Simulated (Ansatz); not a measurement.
Basis-set extrapolation for ClFH₄Si₂ (`F[SiH2][SiH2]Cl`) (PBE0-D4/def2-TZVP geometry, frozen core, Ansatz). Multiplicity 1, RHF reference.

```json
{"": "HF", "def2-TZVPP": "-1139.323741", "def2-QZVPP": "-1139.359800"}
{"": "MP2 correlation", "def2-TZVPP": "-0.681102", "def2-QZVPP": "-0.744792"}
{"": "CCSD(T) correlation", "def2-TZVPP": "-0.756801", "def2-QZVPP": "-0.818623"}
```

Energies in hartree. Use E(X) = E(∞) + A·exp(−7.88·√X) for Hartree–Fock and E(X) = E(∞) + B·X^(−2.97) for correlation, with X = 3 and 4.

Task: What is the CCSD(T) energy at the basis-set limit?

Result: HF limit: -1139.359800 + (-0.036059) × 0.13774 = -1139.36477. Correlation limit: -0.818623 + (-0.061822) × 0.74074 = -0.86442. Total: -1140.22919 hartree, 390.3 kJ/mol below CCSD(T)/def2-TZVPP.
